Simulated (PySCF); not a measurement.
F2Si (cation, charge +1), SMILES [Si](F)F, doublet, CAM-B3LYP/def2-SVP optimised geometry.

```
3

F      1.17    -0.68     0.00
Si    -0.39    -0.68     0.00
F     -1.17     0.68     0.00
```

Density from unrestricted CAM-B3LYP/def2-TZVP in PySCF 2.14.0 at that geometry.

Minimum of the electron density along straight lines between bonded atoms, close to the bond critical point (lines longer than 1.1 times the sum of covalent radii, or with two minima, are not listed):

```
bond    length / Å  ρ at the minimum / e bohr⁻³  ∇²ρ there / e bohr⁻⁵  position (fraction from the first atom)
------  ----------  ---------------------------  --------------------  ---------------------------------------
F1–Si2       1.561                        0.157                  1.13                                     0.58
Si2–F3       1.561                        0.157                  1.14                                     0.42
```
